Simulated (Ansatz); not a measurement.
`F[Si](F)(F)[GeH3]` + `O[Si](F)(Cl)Cl` → `F[Si](Cl)(Cl)[O][GeH3]` + `F[SiH](F)F` at 500 K and 1 bar (cleavage of the Ge–Si bond).

Program: Ansatz. Geometries: PBE0-D4/def2-TZVP. ΔE: electronic, gas phase. CCSD(T)/CBS adds triple-zeta CCSD(T) − MP2 to the extrapolated MP2 energy (def2 sets, frozen cores). For Ge outer-core shells are correlated without core-valence functions, which leaves a few kJ/mol of doubt a bond. Scalar relativity is left out up to krypton. One conformer a species, not always the lowest.

```
                 species  CCSD(T)/CBS energy (Eh)  H − E (kJ/mol)  S (J/(mol·K))
     `F[Si](F)(F)[GeH3]`              -2666.58098           133.3          417.5
        `O[Si](F)(Cl)Cl`              -1384.43664            95.1          392.9
`F[Si](Cl)(Cl)[O][GeH3]`              -3461.76595           147.9          497.6
            `F[SiH](F)F`               -589.26725            75.7          315.5
```

H − E and S are ideal-gas, rigid-rotor, harmonic terms from PBE0-D4/def2-TZVP, for one conformer and one mirror image of each species. 1 Eh = 2625.50 kJ/mol, R = 8.31446 J/(mol·K).

Task: By hand: ΔE, ΔH, ΔS and ΔG.

Result: ΔE = (-3461.76595) + (-589.26725) − (-2666.58098) − (-1384.43664) = -0.01558 Eh = -40.9 kJ/mol. Δ(H − E) = 147.9 + 75.7 − 133.3 − 95.1 = -4.8, so ΔH = -45.7 kJ/mol. ΔS = 497.6 + 315.5 − 417.5 − 392.9 = 2.7 J/(mol·K). ΔG = -45.7 − 500 × (2.7)/1000 = -47.1 kJ/mol.

Task: By hand: the equilibrium constant, and the temperature at which ΔG would vanish if ΔH and ΔS stayed fixed.

Result: log₁₀ K = −ΔG/(RT ln 10) = 4.9. ΔH and −TΔS have one sign here, so there is no such temperature. One of them is within its doubt of zero, so this could turn.

The number of gas molecules stays the same, so ΔS is small and ΔH decides. A doubt of 5 kJ/mol in ΔE shifts log₁₀ K by 0.5 here. Other conformers and mirror images would add mixing entropy, several J/(mol·K) or more a flexible species. Modes under 60 cm⁻¹, often nearly free rotors, make the harmonic entropy too high. These are equilibria of isolated gas molecules and say nothing of rates. Largest T1 diagnostic: 0.012 (customary marks: 0.02 for closed shells, 0.045 for open ones).
